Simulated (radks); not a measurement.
Spherical quantum dot in the effective-mass picture: electrons in a well V = -V0 / (1 + exp((r - R)/a)) with V0 = 8.28, R = 7.52, a = 0.8, with a point charge +2 (a donor) at the centre, all in effective atomic units (hartree* = m*/eps^2 hartree, bohr* = eps/m* bohr), one dielectric constant everywhere. Calculated with a radial shooting solver with Libxc functionals: non-relativistic Kohn-Sham, PBEsol, spin-polarised, spherical densities. Levels are named by radial order and angular momentum (1s, 1p, 1d, 2s, ...), and open shells are averaged over m. Each electron was tried in the lowest free levels, single moves between levels near the top were tried too, and the lowest total energy was kept; such a search can miss a lower state. At N = 1 the Hartree and exchange-correlation terms need not cancel, so that row can carry a self-interaction error.

N                         open shells  2S  E (hartree*)  mu = E(N) - E(N-1) (hartree*)  addition energy mu(N+1) - mu(N) (hartree*)  e(HOMO) (hartree*)  rms radius (bohr*)
1                    1s(up 1, down 0)   1      -10.2474                        -10.247                                       1.084             -9.8029              0.8852
2                                none   0      -19.4109                        -9.1635                                       1.174             -8.8422               1.114
3                    2s(up 1, down 0)   1      -27.4005                        -7.9896                                      0.2371             -7.8954               2.251
4   1p(up 1, down 0) 2s(up 1, down 0)   2      -35.1530                        -7.7525                                      0.2221             -7.6414               2.679
5   1p(up 2, down 0) 2s(up 1, down 0)   3      -42.6834                        -7.5304                                      0.2196             -7.4199               2.962
6   1p(up 3, down 0) 2s(up 1, down 0)   4      -49.9942                        -7.3108                                      0.2556             -7.2024               3.174
7                    1p(up 3, down 0)   3      -57.0495                        -7.0552                                      0.2261             -6.9641               3.359
8                    1p(up 3, down 1)   2      -63.8786                        -6.8291                                      0.1966             -6.7311               3.502
9                    1p(up 3, down 2)   1      -70.5111                        -6.6325                                      0.1972             -6.5338               3.624
10                               none   0      -76.9464                        -6.4353                                      0.3332             -6.3369               3.731
11                   1d(up 1, down 0)   1      -83.0484                        -6.1020                                      0.1865             -6.0088               3.843
12                   1d(up 2, down 0)   2      -88.9639                        -5.9155                                      0.1862             -5.8223               3.940
13                   1d(up 3, down 0)   3      -94.6933                        -5.7293                                      0.1855             -5.6364               4.026
14                   1d(up 4, down 0)   4      -100.237                        -5.5438                                      0.1847             -5.4513               4.102
15                   1d(up 5, down 0)   5      -105.596                        -5.3591                                      0.2272             -5.2670               4.172
16                   1d(up 5, down 1)   4      -110.728                        -5.1318                                      0.1783             -5.0428               4.236
17                   1d(up 5, down 2)   3      -115.682                        -4.9536                                      0.1783             -4.8644               4.295
18                   1d(up 5, down 3)   2      -120.457                        -4.7753                                      0.1781             -4.6862               4.350
19                   1d(up 5, down 4)   1      -125.054                        -4.5972                                      0.1776             -4.5083               4.401
20                               none   0      -129.474                        -4.4196                                      0.3239             -4.3309               4.449
21                   1f(up 1, down 0)   1      -133.569                        -4.0957                                      0.1726             -4.0093               4.499
22                   1f(up 2, down 0)   2      -137.492                        -3.9231                                      0.1723             -3.8368               4.545
23                   1f(up 3, down 0)   3      -141.243                        -3.7508                                      0.1719             -3.6648               4.589
24                   1f(up 4, down 0)   4      -144.822                        -3.5789                                      0.1714             -3.4931               4.631
25                   1f(up 5, down 0)   5      -148.229                        -3.4075                                      0.1709             -3.3219               4.670
26                   1f(up 6, down 0)   6      -151.466                        -3.2366                                      0.1704             -3.1513               4.707
27                   1f(up 7, down 0)   7      -154.532                        -3.0662                                      0.2095             -2.9811               4.742
28                   1f(up 7, down 1)   6      -157.389                        -2.8567                                      0.1670             -2.7731               4.776
29                   1f(up 7, down 2)   5      -160.078                        -2.6897                                      0.1668             -2.6062               4.809
30                   1f(up 7, down 3)   4      -162.601                        -2.5229                                      0.1665             -2.4395               4.840
31                   1f(up 7, down 4)   3      -164.958                        -2.3563                                      0.1662             -2.2732               4.870
32                   1f(up 7, down 5)   2      -167.148                        -2.1901                                      0.1659             -2.1071               4.899
33                   1f(up 7, down 6)   1      -169.172                        -2.0243                                           -             -1.9415               4.927

All shells are closed at N = 2, 10, 20 (there: 1s2 1p6 1d10 2s2); the second difference of the energy has clear peaks (12 % above both neighbours; the first and last values, which can be the largest, are not judged, and half-filled shells can peak too) at N = 6, 10, 15, 20, 27.
